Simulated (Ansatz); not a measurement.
Species: H$_{3}$Ga, SMILES `[GaH3]` (charge 0, multiplicity 1).

Give a relaxed geometry from CAM-B3LYP-D3(BJ)/def2-TZVP (Ansatz, an electronic-structure program).

the end point of this relaxation (outside a Z-matrix the atoms follow the SMILES, hydrogens last).
Bonded distances (Å): Ga1–H2 1.561, Ga1–H3 1.561, Ga1–H4 1.561. Bond angles (°): H2–Ga1–H3 120.0, H2–Ga1–H4 120.0, H3–Ga1–H4 120.0.
